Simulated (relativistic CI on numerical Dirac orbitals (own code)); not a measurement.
Slater and spin-orbit integrals, Lu4+

Calculated at this level of theory: Dirac-Coulomb-Breit CI, orbitals from a KLI potential per configuration, model QED (radiative potential, 1s self-energy scaled to tabulated hydrogen-like ionisation energies), valence Slater integrals scaled by 0.85, P86 correlation energy added to each configuration (own radial code, finite nucleus).

Slater integrals F^k, G^k are unscaled and averaged over j, outside the closed core [Kr] 4d10; ζ comes from projecting the Hamiltonian with its Breit term on Σ l·s of the shell.

- 4f13 5s2 5p6: ζ(4f) = 3341.9 cm⁻¹; <r>(4f) = 0.6797, <r^2>(4f) = 0.5873 (bohr units).
- 4f12 5s2 5p6 5d: F^2(4f,4f) = 148510, F^4(4f,4f) = 93581, F^6(4f,4f) = 67442, ζ(4f) = 3502.7, F^2(4f,5d) = 35278, F^4(4f,5d) = 16965, G^1(4f,5d) = 14259, G^3(4f,5d) = 12329, G^5(4f,5d) = 9588.6, ζ(5d) = 2198.2 cm⁻¹; <r>(4f) = 0.657, <r^2>(4f) = 0.5415, <r>(5d) = 1.763, <r^2>(5d) = 3.55 (bohr units).
- 4f13 5s2 5p5 5d: ζ(4f) = 3334.1, F^2(4f,5p) = 60498, G^2(4f,5p) = 28869, G^4(4f,5p) = 22814, ζ(5p) = 41054, F^2(4f,5d) = 34802, F^4(4f,5d) = 16851, G^1(4f,5d) = 14827, G^3(4f,5d) = 12549, G^5(4f,5d) = 9690.6, F^2(5p,5d) = 61928, G^1(5p,5d) = 73352, G^3(5p,5d) = 45554, ζ(5d) = 2069.1 cm⁻¹; <r>(4f) = 0.6756, <r^2>(4f) = 0.5781, <r>(5p) = 1.313, <r^2>(5p) = 1.948, <r>(5d) = 1.798, <r^2>(5d) = 3.69 (bohr units).

In this model ζ of a weakly bound d, f or g electron outside closed shells comes out too small, for d by up to a factor of two or three and at times with the wrong sign; that of an outer p electron is too small as well.

Averages of the first 10 configurations, taken without configuration mixing, which lowers the lowest level and can move excited configurations by several eV; other configurations of the list can lie among them:

| Configuration | Parity | States | Average energy above the lowest level (eV) |
| --- | --- | --- | --- |
| 4f13 5s2 5p6 | odd | 14 | 0.6 |
| 4f12 5s2 5p6 5d | even | 910 | 20.0 |
| 4f13 5s2 5p5 5d | even | 840 | 37.4 |
| 4f14 5s2 5p5 | odd | 6 | 22.7 |
| 4f12 5s2 5p6 6s | even | 182 | 26.4 |
| 4f12 5s2 5p6 6p | odd | 546 | 34.2 |
| 4f13 5s2 5p5 5f | odd | 1176 | 61.7 |
| 4f13 5s2 5p5 5g | even | 1512 | 69.8 |
| 4f13 5s2 5p5 6s | even | 168 | 43.0 |
| 4f13 5s 5p6 5d | odd | 280 | 72.3 |
